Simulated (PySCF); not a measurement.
Computed shifts of a molecule C4H9Cl, PySCF with PBE0/pcSseg-1, GIAO, gas phase, equivalent atoms averaged, in ppm (number of nuclei): ¹³C: 77.0 (1), 38.0 (3). ¹H: 1.87 (9). References: ¹³C against TMS (σ = 186.3 ppm); ³⁵Cl against HCl (σ = 945.9 ppm); ¹H against TMS (σ = 31.56 ppm), references at their B3LYP-D3(BJ)/def2-TZVP geometries, non-relativistic (without spin–orbit terms, shifts of atoms bonded to Cl or Br come out too high). Coordinates come from a B3LYP-D3(BJ)/def2-SVP optimisation. The values are those of a single conformer.

Problem. Identify the compound among the candidates.
(A) CC[C@H](C)Cl
(B) CCCCCl
(C) CC(C)(C)Cl
(D) CC(C)CCl

Solution. C, CC(C)(C)Cl
